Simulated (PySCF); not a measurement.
Isomers of C7H14, mass 98.110 u with the commonest isotopes. Method used: PySCF 2.14.0, PBE0-D3(BJ)/def2-SVP geometry optimisation, gas phase. One conformer each, none proved a minimum here; rigid rotors.

Question: Order these by radius of gyration √(Σ m r²/M), largest first.
A. `[CH2:1]=[CH:2][C@@H:3]([CH3:4])[CH:5]([CH3:6])[CH3:7]` with C1–C2–C3–C4 127°, C2–C3–C5–C6 -58°
B. `[CH2:1]1[CH2:2][CH2:3][CH2:4][CH2:5][CH2:6][CH2:7]1` with C7–C1–C2–C3 39°, C1–C2–C3–C4 -85°, C2–C3–C4–C5 70°, C3–C4–C5–C6 -53° (cycloheptane)
C. `[CH3:1][CH2:2][CH:3]1[CH2:4][CH2:5][CH2:6][CH2:7]1` with C1–C2–C3–C4 174°, C2–C3–C4–C5 158°, C3–C4–C5–C6 -42°, C4–C5–C6–C7 36°, C5–C6–C7–C3 -17° (ethylcyclopentane)
D. `CC(C)(C)C1CC1`

Answer: C (1.966 Å), A (1.926 Å), D (1.824 Å), B (1.792 Å).

Question: Order these by rotational constant A, smallest first.
A. `[CH2:1]=[CH:2][C@@H:3]([CH3:4])[CH:5]([CH3:6])[CH3:7]` with C1–C2–C3–C4 127°, C2–C3–C5–C6 -58°
B. `[CH2:1]1[CH2:2][CH2:3][CH2:4][CH2:5][CH2:6][CH2:7]1` with C7–C1–C2–C3 39°, C1–C2–C3–C4 -85°, C2–C3–C4–C5 70°, C3–C4–C5–C6 -53° (cycloheptane)
C. `[CH3:1][CH2:2][CH:3]1[CH2:4][CH2:5][CH2:6][CH2:7]1` with C1–C2–C3–C4 174°, C2–C3–C4–C5 158°, C3–C4–C5–C6 -42°, C4–C5–C6–C7 36°, C5–C6–C7–C3 -17° (ethylcyclopentane)
D. `CC(C)(C)C1CC1`

Answer: A (2867 MHz), B (3150 MHz), D (3723 MHz), C (5440 MHz).

Question: Order these by rotational constant C, smallest first.
A. `CC(C1CC1)(C)C`
B. `[CH3:1][CH2:2][CH:3]1[CH2:4][CH2:5][CH2:6][CH2:7]1` with C1–C2–C3–C4 174°, C2–C3–C4–C5 158°, C3–C4–C5–C6 -42°, C4–C5–C6–C7 36°, C5–C6–C7–C3 -17°
C. `[CH2:1]=[CH:2][C@@H:3]([CH3:4])[CH:5]([CH3:6])[CH3:7]` with C1–C2–C3–C4 127°, C2–C3–C5–C6 -58°
D. `[CH2:1]1[CH2:2][CH2:3][CH2:4][CH2:5][CH2:6][CH2:7]1` with C7–C1–C2–C3 39°, C1–C2–C3–C4 -85°, C2–C3–C4–C5 70°, C3–C4–C5–C6 -53° (cycloheptane)

Answer: B (1397 MHz), C (1605 MHz), D (1723 MHz), A (1901 MHz).

```json
{"SMILES": "C=C[C@@H](C)C(C)C", "point group": "C1", "Ia (u·Å²)": "176.27", "Ib (u·Å²)": "236.50", "Ic (u·Å²)": "314.84", "κ": "-0.16", "μa (D)": "0.24", "μb (D)": "0.20", "μc (D)": "0.07"}
{"SMILES": "C1CCCCCC1", "point group": "C2", "Ia (u·Å²)": "160.41", "Ib (u·Å²)": "176.58", "Ic (u·Å²)": "293.27", "κ": "0.60", "μa (D)": "0.00", "μb (D)": "0.00", "μc (D)": "0.00"}
{"SMILES": "CC(C)(C)C1CC1", "point group": "Cs", "Ia (u·Å²)": "135.73", "Ib (u·Å²)": "250.95", "Ic (u·Å²)": "265.79", "κ": "-0.88", "μa (D)": "0.09", "μb (D)": "0.00", "μc (D)": "0.02"}
{"SMILES": "CCC1CCCC1", "point group": "C1", "Ia (u·Å²)": "92.90", "Ib (u·Å²)": "303.51", "Ic (u·Å²)": "361.84", "κ": "-0.87", "μa (D)": "0.01", "μb (D)": "0.02", "μc (D)": "0.04"}
```
